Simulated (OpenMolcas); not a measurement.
Tc3+ (d4) among equal point charges was computed by CASSCF with the d shell active (OpenMolcas, ANO-RCC-VTZP on the metal). Its lowest spin-free states, and all those of the highest spin:

```tsv
2S+1	Degeneracy	E (cm-1)
5	3	0.0
5	2	1785
3	3	16601
3	3	17287
3	3	18153
3	2	18697
3	3	19992
3	3	20462
3	3	21181
3	1	21464
3	3	21788
3	2	22483
```

Q: Is the site octahedral, tetrahedral or cube-like, axial, or of lower symmetry?

A: The states with 2S+1 = 5 have orbital degeneracies 3, 2. Threefold states need a cubic site. For d4 at this spin an octahedron puts the twofold E below the threefold T2 and a tetrahedron or cube puts the threefold T2 below the twofold E, so the site is a tetrahedron or a cube, which this pattern cannot tell apart. The first gap at this spin, 1790 cm-1, is |10Dq| in ligand-field theory. The run had Tc3+ among 4 point charges of -1.5 e arranged as a tetrahedron (Td), 2.24 Å from the ion.

An orbital triplet at a regular site is open to Jahn-Teller coupling, which can distort the site and quench the lowest spin-orbit gaps and is left out. Without dynamic correlation the repulsion within the d shell is too large (B by tens of per cent), so at a given field states of lower spin stand too high. Point charges give a weaker field than real ligands, and real ions of this kind are as a rule low spin; the high spin found here belongs to the model. The ground term spreads over less than 5000 cm-1, several times less than with real ligands, so orbital moments are less quenched and χT lies further from the spin-only value than at real sites. Point charges carry no covalency, so the field is a model and not that of real ligands. No measured value stands beside these numbers.
